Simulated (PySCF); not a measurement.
**GaH under electron impact: the energy ladder**

r²SCAN in PySCF with def2-TZVPPD on every atom, for the lowest determinant that a PBE0 search found; no spin–orbit coupling.

| species | state (unpaired electrons) | Re (Å) | ωe (cm⁻¹) | energy of the minimum from the neutral (eV) | De (eV) | dissociates to |
| --- | --- | --- | --- | --- | --- | --- |
| GaH | singlet (closed shell) | 1.673 | 1598 | 0.00 | 2.92 | Ga + H |
| GaH⁺ | doublet (σ ↑) | 1.659 | 1315 | 8.31 | 0.73 | Ga⁺ + H |

Task: Work out the lowest energy to break GaH into atoms, from its vibrational ground state.

Result: D0 = De − ωe/2 = 2.92 − 0.10 = 2.82 eV (r²SCAN/def2-TZVPPD).

Task: Work out the ionisation energy of the Ga atom at this level and the threshold of dissociative ionisation.

Result: IE(Ga) = 8.31 + 0.73 − 2.92 = 6.12 eV, so Ga⁺ + H + e⁻ appears at D0 + IE(Ga) = 8.94 eV (r²SCAN/def2-TZVPPD). The measured IE(Ga) is 5.999 eV (NIST ASD).

These are thermodynamic thresholds; the onsets seen under electron impact lie higher where the geometry changes, and cross-sections peak well above them.

For an ion De counts to the pair picked by the measured ionisation energies or electron affinities, which need not be the lowest pair at this level. States were picked by a PBE0 search and need not be the measured ground states.
